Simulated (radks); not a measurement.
The numbers below are computed, except where a source is named.
Q: The cadmium ion Cd16+, 32 electrons, occupied as [Ar] 3d10 4s2 4p2 (the NIST ground configuration). Level of theory: Dirac Kohn-Sham, BLYP, spin-unpolarised, spherical densities, finite nucleus; open shells fill j = l - 1/2 first; Fermi nuclear charge, rms radius 4.6087 fm (a radial shooting solver on a logarithmic mesh with Libxc functionals). Some entries of the table are withheld. Estimate them.

orbital  occ.  eigenvalue (eV)  <r^2> (bohr^2)
1s1/2       2        -26923.94        0.001250
2s1/2       2        -4341.673         0.02034
2p1/2       2        -4071.747             (1)
2p3/2       4        -3878.860             (2)
3s1/2       2              (3)          0.1443
3p1/2       2        -1014.236          0.1389
3p3/2       4        -979.0504          0.1473
3d3/2       4        -788.7426          0.1265
3d5/2       6        -781.4880          0.1289
4s1/2       2        -447.5768          0.6853
4p1/2       2              (4)          0.7236
4p3/2       0              (5)          0.7545
4d3/2       0              (6)          0.8333
4d5/2       0              (7)          0.8426
5s1/2       0              (8)           2.227

A: 
(1) 2p1/2 <r^2> (bohr^2): 0.01516
(2) 2p3/2 <r^2> (bohr^2): 0.01648
(3) 3s1/2 eigenvalue (eV): -1122.323
(4) 4p1/2 eigenvalue (eV): -408.3324
(5) 4p3/2 eigenvalue (eV): -399.6391
(6) 4d3/2 eigenvalue (eV): -334.5420
(7) 4d5/2 eigenvalue (eV): -332.8769
(8) 5s1/2 eigenvalue (eV): -241.7905
